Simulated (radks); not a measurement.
Values are calculated unless marked as measured or tabulated.
Q: The mean radii <r> (bohr) of the occupied orbitals of an atom or ion are listed with their occupations. Code: a radial shooting solver on a logarithmic mesh with Libxc functionals. Model: scalar-relativistic Kohn-Sham, BLYP, spin-polarised, spherical densities, point nucleus.

| orbital | occ. | <r> |
|---|---|---|
| 1s down | 1 | 0.04408 |
| 1s up | 1 | 0.04408 |
| 2s down | 1 | 0.1959 |
| 2s up | 1 | 0.1959 |
| 2p down | 3 | 0.1711 |
| 2p up | 3 | 0.1711 |
| 3s up | 1 | 0.5736 |
| 3s down | 1 | 0.5736 |
| 3p up | 3 | 0.5886 |
| 3p down | 3 | 0.5886 |
| 3d up | 5 | 0.6240 |
| 3d down | 5 | 0.6239 |
| 4s up | 1 | 1.593 |
| 4s down | 1 | 1.592 |
| 6f up | 1 | 10.81 |

Name the element and its charge. Open shells, if any, are filled with parallel spins first.

A: Z = 34, selenium, charge +3: Se3+ in [Ar] 3d10 4s2 6f1. The 1s radius gives Z: for a bare nucleus <r> = (2 gamma + 1)/(2Z) with gamma = sqrt(1 - (Z/c)^2), 0.0432 bohr for Z = 34, and screening makes it slightly larger (0.04408 here). The occupations add up to 31, and the charge is Z minus that.
